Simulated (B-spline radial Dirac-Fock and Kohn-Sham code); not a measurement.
# Atomic SCF run for Ir

ΔSCF core binding energies without Breit or QED terms, calculated with a B-spline atomic structure program. Keys: rel is the Hamiltonian (dirac, or spin-free x2c and nr, where L3 and M5 stand for the whole 2p and 3d shells), method is hf or an exchange,correlation pair (spin-unpolarised, also for the hole states), nuc the nuclear model, radius_factor scales its radius, rmax is the box in bohr, h the logarithmic mesh step, order the B-spline order, points the quadrature points per cell, c_factor scales the speed of light, and damp, ndamp, maxit and tol steer the iteration. The run stops when the commutator error falls below 10·tol·max(1, Z/10), or the numerical noise floor, and the energy has settled to about 1e-8 Ha; the virial ratio is −V/T.

Input (task.json):

```json
{"items": [{"Z": 77, "q": 0, "cfg": [[1, 0, 2], [2, 0, 2], [2, 1, 6], [3, 0, 2], [3, 1, 6], [3, 2, 10], [4, 0, 2], [4, 1, 6], [4, 2, 10], [4, 3, 14], [5, 0, 2], [5, 1, 6], [5, 2, 7], [6, 0, 2]], "A": 193, "rrms": 5.4032, "do": "settings", "holes": ["K", "L3", "M5"],
  "settings": [{"rel": "dirac", "method": "hf", "nuc": "fermi", "radius_factor": 1.0, "rmax": 45.0, "h": 0.5, "order": 8, "points": 10, "c_factor": 1.0, "maxit": 60, "damp": 0.5, "ndamp": 3, "tol": 1e-08}]}]}
```

Command: `python xray2_run.py task.json out`

Ground-state iterations:

```
iter   energy (Ha)        error
   1   -17844.62484103  3.59e+00
   2   -17844.71059808  4.10e-01
   3   -17846.18471028  6.78e-02
   4   -17846.20052308  1.46e-02
   5   -17846.20104016  2.44e-03
   6   -17846.20107737  1.78e-03
   7   -17846.20109857  3.57e-04
   8   -17846.20110082  1.44e-04
   9   -17846.20110119  2.55e-05
  10   -17846.20110121  3.67e-06
  11   -17846.20110121  4.93e-07
```

The ground state converged in 11 iterations, with total energy -17846.20110 Ha, virial ratio 1.87818 and highest orbital energy -8.13 eV. ΔSCF binding energies: K (1s) 76517.0 eV, L3 (2p3/2) 11257.8 eV, M5 (3d5/2) 2055.1 eV.
